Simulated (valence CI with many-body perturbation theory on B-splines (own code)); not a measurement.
The numbers below are computed, except where a source is named.
**Ti¹⁶⁺: what the settings do**

Method: relativistic CI+MBPT: four valence electrons over a frozen Dirac-Fock core [He], a basis of 6 s, 6 p, 5 d, 3 f, 1 g functions for each j, with the one-electron correlation potential Σ1, the two-electron term Σ2, the three-electron term Σ3, Breit, model QED; selected CI, second order for the rest, scaled by the run's own slope (own B-spline code, finite nucleus).

No measured levels were compared; by estimate levels of excited configurations hold to 0.05 to 0.15 % of their energy, terms of the ground configuration to about 0.5 %.

The reference run has the lowest level 2s²2p² ³P_0 and an ionisation energy of 1131.29 eV. Its largest variational space holds 11808 state functions.

Changed runs:
A. hole-hole ladder in Σ2 on → off
B. screening of Σ1 on → off; logarithmic knot step 0.27 → 0.4
C. scale of Σ2 1 → 1.2
D. Davidson tolerance 2e-05 → 0.03 (bad on purpose)

Excitation energies of the reference run in cm⁻¹, and shifts in cm⁻¹:

```
                 Level  Reference        A        B        C     D
           2s²2p² ³P_1      29648     -5.1     -8.8      -10  +0.1
           2s²2p² ³P_2      55763     -5.5      -13     -3.3  +0.1
           2s²2p² ¹D_2     140987     -5.9      -17      +45  +1.7
           2s²2p² ¹S_0     242696      +83      -18     +188     0
           2s2p³ ⁵S°_2     333294      -85     -9.4      -82     0
           2s2p³ ³D°_2     579126      -79     -6.6     -126  +0.7
           2s2p³ ³D°_1     580373      -80     -6.5     -129     0
           2s2p³ ³D°_3     587028      -86      -10     -131  +0.3
           2s2p³ ³P°_0     678938     -1.2      -10      -70     0
           2s2p³ ³P°_1     681422     -7.0      -11      -82  +0.1
           2s2p³ ³P°_2     687265      -11      -14      -83  +0.9
           2s2p³ ³S°_1     839015      -78     -6.5     -643  +0.1
Ionisation energy (eV)    1131.29  -0.0018  -0.0049  -0.0035     0
```
